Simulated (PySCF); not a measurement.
**Correlation energy of C- (carbon, charge -1)**

[He] 2s2 2p3, high-spin 4S determinant. Calculation: PySCF 2.14, in aug-cc-pwCVTZ; no relativity, point nucleus. Frozen: nothing; 7 electrons correlated.

MP2 pair energies summed by pair of shells (mhartree):

| pair | energy | share (%) |
| --- | --- | --- |
| 2s-2p | -61.57 | 42.7 |
| 1s-1s | -33.86 | 23.5 |
| 2p-2p | -24.52 | 17.0 |
| 2s-2s | -13.55 | 9.4 |
| 1s-2p | -6.05 | 4.2 |
| 1s-2s | -4.78 | 3.3 |

Total MP2 correlation energy: -144.33 mhartree.

Same-spin part -36.44 and opposite-spin part -107.89 mhartree; SCS-MP2 scales them by 1/3 and 6/5 to -141.61 mhartree.
